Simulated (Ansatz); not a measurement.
C3H7BO (`CBC(C)=O`). Charge 0, multiplicity 1. Geometry: relaxed with PBE0-D4/def2-TZVP. It is one conformer, not always the lowest.

```xyz
12

C    -0.116   -1.463   -1.216
B     0.269    0.019   -0.944
C     0.541    0.553    0.499
C    -0.350    1.189    1.510
O     1.731    0.350    0.693
H    -1.167   -1.452   -1.544
H     0.443   -1.897   -2.049
H    -0.050   -2.123   -0.350
H     0.469    0.784   -1.845
H    -0.796    2.093    1.084
H     0.203    1.435    2.417
H    -1.177    0.512    1.745
```

Q: What is the dipole moment at r2SCAN/def2-TZVPP? (Estimate.)

A: The calculation gave: 2.75 D, with components (-2.75, 0.11, 0.07) D in this frame, pointing from negative to positive charge.

Q: And with PBE, B3LYP, ωB97M-V? (Estimate.)

A: The calculation gave: PBE 2.61 D, B3LYP 2.81 D, ωB97M-V 2.84 D.

Q: Give the Mulliken charges with r2SCAN, PBE, B3LYP in def2-TZVPP. (Estimate.)

A: Ansatz gave: 
```json
{"atom": "C1", "r2SCAN": "-0.22", "PBE": "-0.32", "B3LYP": "-0.30"}
{"atom": "B2", "r2SCAN": "0.03", "PBE": "-0.04", "B3LYP": "-0.03"}
{"atom": "C3", "r2SCAN": "0.26", "PBE": "0.20", "B3LYP": "0.25"}
{"atom": "C4", "r2SCAN": "-0.12", "PBE": "-0.21", "B3LYP": "-0.22"}
{"atom": "O5", "r2SCAN": "-0.33", "PBE": "-0.24", "B3LYP": "-0.30"}
{"atom": "H6", "r2SCAN": "0.07", "PBE": "0.10", "B3LYP": "0.09"}
{"atom": "H7", "r2SCAN": "0.08", "PBE": "0.11", "B3LYP": "0.11"}
{"atom": "H8", "r2SCAN": "0.06", "PBE": "0.10", "B3LYP": "0.10"}
{"atom": "H9", "r2SCAN": "0.00", "PBE": "0.01", "B3LYP": "0.03"}
{"atom": "H10", "r2SCAN": "0.06", "PBE": "0.10", "B3LYP": "0.09"}
{"atom": "H11", "r2SCAN": "0.06", "PBE": "0.09", "B3LYP": "0.10"}
{"atom": "H12", "r2SCAN": "0.06", "PBE": "0.09", "B3LYP": "0.09"}
```

B3LYP here is the variant with VWN-RPA as its local correlation; programs differ in this.
